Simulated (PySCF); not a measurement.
## C₆ coefficients of unlike pairs at PBE

Calculated with PySCF 2.14 from the dipole response of each species, C₆(A,B) = (3/π) ∫ α_A(iu) α_B(iu) du, in atomic units, from isotropic polarisabilities. For ions this is the dispersion term alone; charge-induced terms of lower order in 1/R come first.

```
species       configuration                                                                 basis      relativity  α (bohr³)  C₆ (like pair)
     Kr           [Kr] (1S)                           aug-cc-pV5Z-PP with ECP10MDF (8s7p6d4f3g2h)  core potential      18.25           142.6
   Ni²⁺       [Ar] 3d8 (3F)                                           aug-cc-pVTZ-DK (8s7p5d3f2g)   spin-free X2C      3.425           9.691
    W³⁺  [Xe] 4f14 5d3 (4F)  def2-TZVPPD with the def2 core potential (60 electrons) (6s5p3d2f1g)  core potential      7.458           37.39
   Zr³⁺       [Kr] 4d1 (2D)  def2-TZVPPD with the def2 core potential (28 electrons) (6s4p3d2f1g)  core potential      5.682           23.15
```

Problem. Estimate C₆ for Zr³⁺ with W³⁺.

Solution. The integral gives 29.40. The combination rule 2 C_A C_B / (C_A α_B/α_A + C_B α_A/α_B) gives 29.40 and the geometric mean 29.42.

No spin-orbit coupling is included.

The other pairs:

```json
{"pair": "Zr³⁺, Ni²⁺", "C₆": "14.85"}
{"pair": "W³⁺, Kr", "C₆": "70.85"}
{"pair": "Ni²⁺, Kr", "C₆": "34.74"}
{"pair": "Zr³⁺, Kr", "C₆": "55.36"}
{"pair": "W³⁺, Ni²⁺", "C₆": "18.84"}
```
